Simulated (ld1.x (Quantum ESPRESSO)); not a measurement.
**nitrogen, PAW: configuration errors across variants**

| Quantity | Value |
| --- | --- |
| Element | N (Z = 7) |
| Generator | ld1.x (Quantum ESPRESSO) 7.5 |
| Type | PAW |
| Functional | PBE |
| Relativity | scalar-relativistic |
| Frozen core | [He] |
| Valence charge | 5 |
| Reference configuration | 2s2 2p3 |
| Partial waves | 2s (bound): rcut 0.55, rcutus 0.70 bohr; 2s channel at 0.65 Ry: rcut 0.55, rcutus 0.70 bohr; 2p (bound): rcut 1.55, rcutus 2.00 bohr; 2p channel at 0.4 Ry: rcut 1.55, rcutus 2.00 bohr; 3d channel at -0.15 Ry: rcut 1.70, rcutus 2.10 bohr; 3d channel at 1.75 Ry: rcut 1.70, rcutus 2.10 bohr |
| Local potential | all-electron potential smoothed inside 1.15 bohr (lloc = -1) |
| Core correction | a·sin(br)/r model core, default radius (ld1.x builds one for every PAW set, though the input has nlcc=.false.) |
| Augmentation charge | PSQ, inside the norm-conserving radii |

All-electron excitation energies from the reference (eV): (1) 2s2 2p2 13.591; (2) 2s2 2p1 42.445; (3) 2s2 2p0 89.528; (4) 2s0 2p5 23.041; (5) 2s1 2p3 25.372; (6) 2s1 2p0 167.346; (7) 2s2 2p3.3 -1.619.

The default core radius of the base comes out at 0.41 bohr.

The overlap operator is not positive definite (basis up to 400 Ry) in “all radii but the core radius scaled by about 1.26 (s 0.88, p 2.52, d 2.64 bohr, rcut 0.70/1.96/2.14); local potential all-electron potential smoothed inside 1.44 bohr (lloc = -1)”. Such files are unfit for use, however small their errors in these radial tests.

1 further variants failed, have other tests or too few solved ones, and are left out.

A true bound ghost makes a file unfit for plane-wave use even where its test errors are small: the radial tests pick states by their node count and pass the ghost by.

Errors AE − PS in meV (a dash: test not solved or not reliable):

| change | (1) | (2) | (3) | (4) | (5) | (6) | (7) | bound ghosts |
| --- | --- | --- | --- | --- | --- | --- | --- | --- |
| base | -68 | -178 | -50 | -2.0 | -50 | -53 | -4.5 | s |
| local potential all-electron potential smoothed inside 2.18 bohr (lloc = -1) | -147 | -304 | -670 | -1.9 | -90 | -647 | -14 | s |
| local potential all-electron potential smoothed inside 1.75 bohr (lloc = -1) | +3.4 | -0.6 | +15 | -1.9 | -0.4 | +9.3 | +0.6 | none |
| all radii but the core radius scaled by about 1.26 (s 0.88, p 2.52, d 2.64 bohr, rcut 0.70/1.96/2.14); local potential all-electron potential smoothed inside 1.44 bohr (lloc = -1) | -18 | -82 | +14 | -2.3 | -22 | -22 | +1.0 | not determined (overlap not positive) |
| core correction a·sin(br)/r model core inside 0.36 bohr | -85 | -236 | -92 | -2.5 | -68 | -103 | -5.5 | s |
| waves 3d channel at -0.15 Ry: rcut 1.70, rcutus 2.20 bohr; 3d channel at 1.75 Ry: rcut 1.70, rcutus 2.20 bohr | -68 | -178 | -50 | -2.0 | -50 | -53 | -4.5 | s |
| wave 3d channel at -0.15 Ry: rcut 1.70, rcutus 2.10 bohr becomes 3d channel at 1.73 Ry: rcut 1.70, rcutus 2.10 bohr | -68 | -178 | -50 | -2.0 | -50 | -53 | -4.5 | s |

(1) Give the same row for: type TM; waves now 2s (bound): rc 0.70 bohr; 2p (bound): rc 2.00 bohr; 3d channel at -0.15 Ry: rc 2.10 bohr; local potential all-electron potential smoothed inside 0.95 bohr (lloc = -2); core correction none.

Answers

(1) +43, +413, +1738, +19, -69, +2826, +0.6; bound ghosts: none.
